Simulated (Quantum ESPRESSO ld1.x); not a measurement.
Q: Pm14+, configuration [Kr] 4d10 5s1 (the NIST ground configuration). All-electron calculation, Dirac Kohn-Sham, PBE, spin-unpolarised, spherical densities, point nucleus. Program: ld1.x of Quantum ESPRESSO 7.5.

Spin-orbit splittings of the eigenvalues, e(l+1/2) - e(l-1/2), with zeta = 2 splitting/(2l+1) and mean radii in bohr:

| shell | occ. | splitting (eV) | zeta (eV) | <r> j=l-1/2 | <r> j=l+1/2 |
|---|---|---|---|---|---|
| 2p | 6 | 560.1 | 373.4 | 0.08246 | 0.08898 |
| 3p | 6 | ? | ? | 0.2496 | 0.2621 |
| 3d | 10 | 24.41 | 9.763 | 0.2337 | 0.2376 |
| 4p | 6 | 26.37 | 17.58 | 0.5909 | 0.6157 |
| 4d | 10 | 4.995 | 1.998 | 0.6407 | 0.6485 |

Estimate the 3p splitting.

A: 112.8 eV (zeta = 75.19 eV).
